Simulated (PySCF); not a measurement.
PySCF input for Sn(Cl)3(SeH) (Cl3HSeSn), SMILES [Cl][Sn]([Cl])([SeH])[Cl], TDA-B3LYP/def2-SVPD. The structure is a stationary point at B3LYP-D3(BJ)/def2-SVP. The structure was generated by enumeration; whether it is a known compound was not checked. The def2 effective core potentials stand for the cores of Sn; spin–orbit coupling is left out. One conformer was computed; it need not be the lowest.

```python
import numpy as np
from pyscf import gto, scf, dft, tdscf

mol = gto.M(
    atom='''
    Cl   -1.49581001    0.62923741    1.90726054
    Sn   -0.31682407    0.08648666   -0.04987931
    Cl   -0.24620568    2.00531321   -1.40581020
    Cl   -1.58463264   -1.55718347   -1.14626810
    Se    2.05451924   -0.68153477    0.40410632
    H     2.54057129    0.53260818   -0.28374683
    ''',
    basis='def2-SVPD',
    ecp={'Sn': 'def2-svp'},
    charge=0,
    spin=0,
    max_memory=1600,
    verbose=4,
)
mf = dft.RKS(mol, xc='b3lyp').density_fit(auxbasis='def2-universal-jkfit')
mf.grids.level = 3
mf.conv_tol = 1e-9
mf.max_cycle = 100
mf.kernel()
mf.grids = dft.Grids(mol).set(level=1).build(with_non0tab=True)  # coarser grid for the response kernel
td = tdscf.TDA(mf)
td.singlet = True
td.nstates = 10
td.conv_tol = 1e-4
td.positive_eig_threshold = 1e-6
td.kernel(x0=td.get_init_guess(mf, 15))
td.analyze()
tt = tdscf.TDA(mf)
tt.singlet = False
tt.nstates = 4
tt.conv_tol = 1e-4
tt.positive_eig_threshold = 1e-6
tt.kernel(x0=tt.get_init_guess(mf, 9))
tt.analyze(verbose=3)
```

Output:

```
PySCF version 2.14.0

[INPUT] verbose = 4
[INPUT] num. atoms = 6
[INPUT] num. electrons = 108
[INPUT] charge = 0
[INPUT] spin (= nelec alpha-beta = 2S) = 0
[INPUT] symmetry False subgroup None
[INPUT] Mole.unit = angstrom
[INPUT] Symbol           X                Y                Z      unit          X                Y                Z       unit  Magmom
[INPUT]  1 Cl    -1.495810010000   0.629237410000   1.907260540000 AA   -2.826671253283   1.189086372231   3.604200068790 Bohr   0.0
[INPUT]  2 Sn    -0.316824070000   0.086486660000  -0.049879310000 AA   -0.598710721970   0.163436100828  -0.094258235182 Bohr   0.0
[INPUT]  3 Cl    -0.246205680000   2.005313210000  -1.405810200000 AA   -0.465261305512   3.789492760872  -2.656596261120 Bohr   0.0
[INPUT]  4 Cl    -1.584632640000  -1.557183470000  -1.146268100000 AA   -2.994521697647  -2.942650284000  -2.166132774326 Bohr   0.0
[INPUT]  5 Se     2.054519240000  -0.681534770000   0.404106320000 AA    3.882478681250  -1.287914059668   0.763650270006 Bohr   0.0
[INPUT]  6 H      2.540571290000   0.532608180000  -0.283746830000 AA    4.800983938033   1.006483591903  -0.536203797414 Bohr   0.0

nuclear repulsion = 780.397017859466
number of shells = 64
number of NR pGTOs = 295
number of NR cGTOs = 162
basis = def2-SVPD
ecp = {'Sn': 'def2-svp'}


******** <class 'pyscf.df.df_jk.DFRKS'> ********
method = DFRKS
initial guess = minao
damping factor = 0
level_shift factor = 0
DIIS = <class 'pyscf.scf.diis.CDIIS'>
diis_start_cycle = 1
diis_space = 8
diis_damp = 0
SCF conv_tol = 1e-09
SCF conv_tol_grad = None
SCF max_cycles = 100
direct_scf = False
XC library pyscf.dft.libxc version 7.1.2
    S. Lehtola, C. Steigemann, M. J. T. Oliveira, and M. A. L. Marques,  SoftwareX 7, 1–5 (2018)
XC functionals = b3lyp
    P. J. Stephens, F. J. Devlin, C. F. Chabalowski, and M. J. Frisch,  J. Phys. Chem. 98, 11623 (1994)
radial grids:
    Treutler-Ahlrichs [JCP 102, 346 (1995); DOI:10.1063/1.469408] (M4) radial grids

becke partition: Becke, JCP 88, 2547 (1988); DOI:10.1063/1.454033
pruning grids: <function nwchem_prune>
grids dens level: 3
symmetrized grids: False
atomic radii adjust function: <function treutler_atomic_radii_adjust>
small_rho_cutoff = 0
Set gradient conv threshold to 3.16228e-05
Initial guess from minao.
tot grids = 108832
******** <class 'pyscf.df.df.DF'> ********
auxbasis = def2-universal-jkfit
init E= -3972.88377065464
  HOMO = -0.609705905737691  LUMO = -0.603315680472936  gap/eV = 0.17389
cycle= 1 E= -3993.83266253011  delta_E= -20.9  |g|= 3.28  |ddm|= 9.68
  HOMO = 0.0368133057852571  LUMO = 0.0411093101972839  gap/eV = 0.11690
cycle= 2 E= -3936.97891065068  delta_E= 56.9  |g|= 9.05  |ddm|= 18.4
  HOMO = -0.310133382706046  LUMO = -0.286024574173949  gap/eV = 0.65603
cycle= 3 E= -3996.089330588  delta_E= -59.1  |g|=  1.4  |ddm|= 17.2
  HOMO = -0.288830052520349  LUMO = -0.179357966643103  gap/eV = 2.97889
cycle= 4 E= -3996.37045468793  delta_E= -0.281  |g|= 0.932  |ddm|= 3.32
  HOMO = -0.254115379792111  LUMO = -0.151100284614564  gap/eV = 2.80318
cycle= 5 E= -3996.61457625202  delta_E= -0.244  |g|= 0.359  |ddm|=  1.7
  HOMO = -0.302691758434128  LUMO = -0.150589903127198  gap/eV = 4.13890
cycle= 6 E= -3996.65283837219  delta_E= -0.0383  |g|= 0.15  |ddm|= 0.734
  HOMO = -0.289349527183783  LUMO = -0.140664793295798  gap/eV = 4.04592
cycle= 7 E= -3996.65645845759  delta_E= -0.00362  |g|= 0.0222  |ddm|= 0.217
  HOMO = -0.289730842692892  LUMO = -0.141041735064604  gap/eV = 4.04604
cycle= 8 E= -3996.65656587148  delta_E= -0.000107  |g|= 0.00638  |ddm|= 0.0337
  HOMO = -0.289593593587736  LUMO = -0.140731132252576  gap/eV = 4.05075
cycle= 9 E= -3996.65657930563  delta_E= -1.34e-05  |g|= 0.00238  |ddm|= 0.0122
  HOMO = -0.28964263754585  LUMO = -0.140693503407178  gap/eV = 4.05311
cycle= 10 E= -3996.65658113232  delta_E= -1.83e-06  |g|= 0.000574  |ddm|= 0.00409
  HOMO = -0.289637370610636  LUMO = -0.140688940662685  gap/eV = 4.05309
cycle= 11 E= -3996.65658122552  delta_E= -9.32e-08  |g|= 0.000146  |ddm|= 0.00103
  HOMO = -0.289620740946139  LUMO = -0.140692147029327  gap/eV = 4.05255
cycle= 12 E= -3996.65658123343  delta_E= -7.91e-09  |g|= 2.17e-05  |ddm|= 0.000256
  HOMO = -0.289620080929353  LUMO = -0.140691832488322  gap/eV = 4.05254
cycle= 13 E= -3996.65658123356  delta_E= -1.33e-10  |g|= 5.39e-06  |ddm|= 3.76e-05
  HOMO = -0.289621538534697  LUMO = -0.140692413367901  gap/eV = 4.05257
Extra cycle  E= -3996.65658123357  delta_E= -5.46e-12  |g|= 6.04e-06  |ddm|= 1.86e-05
converged SCF energy = -3996.65658123357
tot grids = 36784
Overwritten attributes  positive_eig_threshold  of <class 'pyscf.tdscf.rks.TDA'>


******** <class 'pyscf.tdscf.rks.TDA'> for <class 'pyscf.df.df_jk.DFRKS'> ********
nstates = 10 singlet
deg_eia_thresh = 1.000e-03
wfnsym = None
conv_tol = 0.0001
eigh lindep = 1e-12
eigh level_shift = 0
eigh max_cycle = 100


Excitation energies (eV)
[3.1014395  4.36758522 4.56181173 4.57460277 4.71789809 4.81875871
 4.83213696 5.32719529 5.89682956 6.16638578]

** Singlet excitation energies and oscillator strengths **
Excited State   1:      3.10144 eV    399.76 nm  f=0.0070
      54 -> 55        0.70420
Excited State   2:      4.36759 eV    283.87 nm  f=0.0004
      52 -> 55       -0.70343
Excited State   3:      4.56181 eV    271.79 nm  f=0.0116
      48 -> 55       -0.16286
      51 -> 55        0.67842
Excited State   4:      4.57460 eV    271.03 nm  f=0.0092
      49 -> 55       -0.15094
      50 -> 55       -0.68093
Excited State   5:      4.71790 eV    262.80 nm  f=0.1246
      47 -> 55        0.20433
      53 -> 55        0.65012
      54 -> 57        0.11627
Excited State   6:      4.81876 eV    257.29 nm  f=0.0206
      48 -> 55        0.10279
      49 -> 55       -0.67010
      50 -> 55        0.15189
Excited State   7:      4.83214 eV    256.58 nm  f=0.0222
      48 -> 55       -0.67130
      49 -> 55       -0.10107
      51 -> 55       -0.15669
Excited State   8:      5.32720 eV    232.74 nm  f=0.0049
      54 -> 56       -0.69978
Excited State   9:      5.89683 eV    210.26 nm  f=0.0295
      47 -> 55        0.55279
      54 -> 57       -0.41512
Excited State  10:      6.16639 eV    201.06 nm  f=0.0090
      54 -> 58        0.69358

** Transition electric dipole moments (AU) **
state          X           Y           Z        Dip. S.      Osc.
  1        -0.0019      0.1498      0.2635      0.0919      0.0070
  2        -0.0092     -0.0430     -0.0392      0.0035      0.0004
  3         0.0068      0.1142      0.3013      0.1038      0.0116
  4        -0.1586     -0.2282      0.0714      0.0823      0.0092
  5         0.9822     -0.2989      0.1549      1.0780      0.1246
  6         0.0700      0.3650     -0.1912      0.1747      0.0206
  7        -0.0147     -0.1916     -0.3877      0.1872      0.0222
  8         0.0123     -0.0999     -0.1648      0.0373      0.0049
  9        -0.3582      0.2355     -0.1433      0.2043      0.0295
 10        -0.0195      0.1405      0.1978      0.0593      0.0090

WARN: ECP detected. Skipping calculation of transition velocity and magnetic dipole moments, which have not yet been implemented.



******** <class 'pyscf.tdscf.rks.TDA'> for <class 'pyscf.df.df_jk.DFRKS'> ********
nstates = 4 triplet
deg_eia_thresh = 1.000e-03
wfnsym = None
conv_tol = 0.0001
eigh lindep = 1e-12
eigh level_shift = 0
eigh max_cycle = 100


Excitation energies (eV)
[2.715183   3.87000144 4.06828418 4.19298507]

** Triplet excitation energies and oscillator strengths **
Excited State   1:      2.71518 eV    456.63 nm  f=0.0000
Excited State   2:      3.87000 eV    320.37 nm  f=0.0000
Excited State   3:      4.06828 eV    304.76 nm  f=0.0000
Excited State   4:      4.19299 eV    295.69 nm  f=0.0000
```

The calculation finished and met its thresholds.
